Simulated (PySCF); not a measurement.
Radial density of Ru⁺ (ruthenium, charge +1)

M06-2X, [Kr] 4d6 5s1, high-spin 6D determinant (an excited configuration). Computed with PySCF 2.14 in def2-QZVPPD with the def2 core potential (28 electrons) (7s5p4d4f2g, 88 functions), with a scalar-relativistic core potential. This is the valence pseudo-density: the core potential removes the inner electrons and smooths the orbitals near the nucleus.

```json
{"r (bohr)": "0.0624", "4πr²ρ (e/bohr)": "4.156e-05", "4πr²(ρα − ρβ)": "0.0000"}
{"r (bohr)": "0.105", "4πr²ρ (e/bohr)": "0.0002619", "4πr²(ρα − ρβ)": "0.0000"}
{"r (bohr)": "0.177", "4πr²ρ (e/bohr)": "0.002772", "4πr²(ρα − ρβ)": "0.0007"}
{"r (bohr)": "0.297", "4πr²ρ (e/bohr)": "0.05765", "4πr²(ρα − ρβ)": "0.0128"}
{"r (bohr)": "0.500", "4πr²ρ (e/bohr)": "1.731", "4πr²(ρα − ρβ)": "0.2676"}
{"r (bohr)": "0.841", "4πr²ρ (e/bohr)": "12.22", "4πr²(ρα − ρβ)": "2.0813"}
{"r (bohr)": "1.41", "4πr²ρ (e/bohr)": "8.728", "4πr²(ρα − ρβ)": "2.8265"}
{"r (bohr)": "2.38", "4πr²ρ (e/bohr)": "1.846", "4πr²(ρα − ρβ)": "1.2208"}
{"r (bohr)": "4.00", "4πr²ρ (e/bohr)": "0.2333", "4πr²(ρα − ρβ)": "0.1993"}
{"r (bohr)": "6.73", "4πr²ρ (e/bohr)": "0.004408", "4πr²(ρα − ρβ)": "0.0042"}
{"r (bohr)": "11.3", "4πr²ρ (e/bohr)": "1.028e-05", "4πr²(ρα − ρβ)": "0.0000"}
```

Energies and moments cover only the electrons outside the core potential.
